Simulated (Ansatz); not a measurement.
Cost and result for the atomization energy of H₇NSSi₂, SMILES `[SiH3]N[SiH2]S` (11 atoms, 10 bonds).

Z-matrix (Å, degrees):
```
Si
N 1 1.729
H 1 1.483 2 107.3
H 1 1.488 2 111.1 3 119.9
H 1 1.488 2 112.0 3 -120.0
Si 2 1.718 1 128.9 3 3.4
H 2 1.012 1 115.8 3 -173.5
S 6 2.138 2 113.6 1 -119.4
H 6 1.482 2 106.0 1 3.5
H 6 1.484 2 112.7 1 125.3
H 8 1.344 6 94.8 2 61.4
```

Total charge 0; spin multiplicity 1. All single points use the PBE0-D4/def2-TZVP geometry. It is one conformer, not always the lowest. Program: Ansatz. All runs use 4 threads of an Arm Neoverse V2 on a shared host. Times are those of one run each, without the atoms' runs, and a repeat can differ threefold. Electronic energies, without spin–orbit coupling; frozen cores. CCSD(T)/CBS adds CCSD(T) − MP2 in def2-TZVPP to the MP2 limit, and its time is that of the two runs behind it. T1 = 0.011. B3LYP takes the VWN-RPA correlation (the form of Gaussian; ORCA's B3LYP/G).

CCSD(T)/CBS is a level of theory with its own doubt, some kJ/mol a heavy atom from the limit and from the frozen cores, so smaller differences don't rank the functionals.

```csv
level,functions,wall time,atomization (kJ/mol),difference from CCSD(T)/CBS,per bond
PBE-D4/def2-TZVPP (with forces),255,2.7 s,3445.2,-25.1,-2.5
PBE0-D4/def2-TZVPP,255,3.5 s,3419.8,-50.5,-5.1
B3LYP-D4/def2-TZVPP (with forces),255,5.5 s,3461.9,-8.4,-0.8
B2PLYP/def2-TZVPP,255,5.5 s,3411.0,-59.3,-5.9
r2SCAN-D4/def2-TZVPP (with forces),255,5.5 s,3449.1,-21.2,-2.1
ωB97X-V/def2-TZVPP,255,8.5 s,3495.3,25.0,2.5
ωB97M-V/def2-TZVPP (with forces),255,13 s,3480.3,10.0,1.0
MP2/def2-QZVPP,477,21 s,3429.4,-40.9,-4.1
CCSD(T)/def2-TZVPP,255,110 s,3362.4,-107.9,-10.8
CCSD(T)/CBS(def2),–,2.1 min,3470.3,0.0,0.0
```

In def2-TZVPP, CCSD(T) changes the Hartree–Fock value by +835.1 kJ/mol (the triples alone add +40.2 kJ/mol) and MP2 by +837.2 kJ/mol; breaking electron pairs costs correlation energy, which Hartree–Fock lacks. The D4 term adds +42.4 kJ/mol with B3LYP and +22.3 kJ/mol with PBE0; it sums over pairs of atoms, weighted by their polarisabilities, and B3LYP, whose exchange is more repulsive, gets the larger term. From PBE to PBE0 (25 % exact exchange), in def2-TZVPP and without D4, the atomization energy moves by −21.6 kJ/mol: exact exchange takes away binding that semilocal exchange gives to molecules.
